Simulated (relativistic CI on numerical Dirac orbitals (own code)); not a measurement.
**d7 in a ligand field**

Computed with a parametric ligand-field model of a d^n configuration (Racah B and C, spin-orbit zeta, crystal field), exact diagonalisation.

Field parameters in Wybourne normalisation: Oh B⁴₀ = 21Dq, B⁴₄ = √(5/14) B⁴₀. The field is a parameter set, without covalency.

Ground term and bands for B = 470, C = 1780, ζ = 0 cm⁻¹, Oh, 10Dq = 18330 cm⁻¹?

Ground term 2E with 1.02 electrons in the two orbitals of the cubic e set. Spin-allowed: 2T1 16995 cm⁻¹ (588 nm), 2T2 17395 cm⁻¹ (575 nm), 2T1 20263 cm⁻¹ (494 nm), 2T2 27642 cm⁻¹ (362 nm). Lowest spin-forbidden: 4T1 9482 cm⁻¹ (1055 nm), 4T2 26749 cm⁻¹ (374 nm), 4T1 32737 cm⁻¹ (305 nm).

Ground term and bands for B = 470, C = 1780, ζ = 0 cm⁻¹, Oh, 10Dq = 17390 cm⁻¹?

Ground term 2E with 1.02 electrons in the two orbitals of the cubic e set. Spin-allowed: 2T1 16071 cm⁻¹ (622 nm), 2T2 16466 cm⁻¹ (607 nm), 2T1 19316 cm⁻¹ (518 nm), 2T2 26581 cm⁻¹ (376 nm). Lowest spin-forbidden: 4T1 8547 cm⁻¹ (1170 nm), 4T2 24889 cm⁻¹ (402 nm), 4T1 30891 cm⁻¹ (324 nm).

Ground term and bands for B = 470, C = 1780, ζ = 0 cm⁻¹, Oh, 10Dq = 14570 cm⁻¹?

Ground term 2E with 1.03 electrons in the two orbitals of the cubic e set. Spin-allowed: 2T1 13309 cm⁻¹ (751 nm), 2T2 13683 cm⁻¹ (731 nm), 2T1 16470 cm⁻¹ (607 nm), 2T2 23253 cm⁻¹ (430 nm). Lowest spin-forbidden: 4T1 5745 cm⁻¹ (1741 nm), 4T2 19318 cm⁻¹ (518 nm), 4T1 25372 cm⁻¹ (394 nm).

Ground term and bands for B = 470, C = 1780, ζ = 0 cm⁻¹, Oh, 10Dq = 12690 cm⁻¹?

Ground term 2E with 1.03 electrons in the two orbitals of the cubic e set. Spin-allowed: 2T1 11477 cm⁻¹ (871 nm), 2T2 11832 cm⁻¹ (845 nm), 2T1 14565 cm⁻¹ (687 nm), 2T2 20855 cm⁻¹ (479 nm). Lowest spin-forbidden: 4T1 3879 cm⁻¹ (2578 nm), 4T2 15616 cm⁻¹ (640 nm), 4T1 21714 cm⁻¹ (461 nm).

Ground term and bands for B = 470, C = 1780, ζ = 0 cm⁻¹, Oh, 10Dq = 11750 cm⁻¹?

Ground term 2E with 1.04 electrons in the two orbitals of the cubic e set. Spin-allowed: 2T1 10564 cm⁻¹ (947 nm), 2T2 10908 cm⁻¹ (917 nm), 2T1 13609 cm⁻¹ (735 nm), 2T2 19581 cm⁻¹ (511 nm). Lowest spin-forbidden: 4T1 2946 cm⁻¹, 4T2 13770 cm⁻¹ (726 nm), 4T1 19893 cm⁻¹ (503 nm).
